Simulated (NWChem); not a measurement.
BiH3; SMILES [BiH3]

```xyz
4

Bi     0.0000     0.0000     0.0208
H     -1.3364    -0.5953    -1.0046
H      1.1838    -0.8597    -1.0046
H      0.1526     1.4550    -1.0046
```
Atoms are numbered in this order, from 1.

All runs: NWChem. Coordinates come from a PBE0-D3(BJ)/def2-TZVP optimisation. def2 effective core potentials on Bi; no spin-orbit coupling. B3LYP is NWChem's, with the RPA form of VWN correlation. Vertical excitations in the gas phase; the lowest state need not have the same character in each row.

```
level                           lowest excitation, singlet (eV)  oscillator strength of that lowest state  orbital gap (eV)
------------------------------  -------------------------------  ----------------------------------------  ----------------
PBE/def2-SVP, full TDDFT                                   6.42                                     0.045              5.91
B3LYP/def2-SVP, full TDDFT                                 6.54                                     0.056              7.26
Hartree-Fock/def2-SVP, TDHF                                7.01                                     0.136             12.79
BHandHLYP/def2-SVP, full TDDFT                             6.75                                     0.080              9.35
```
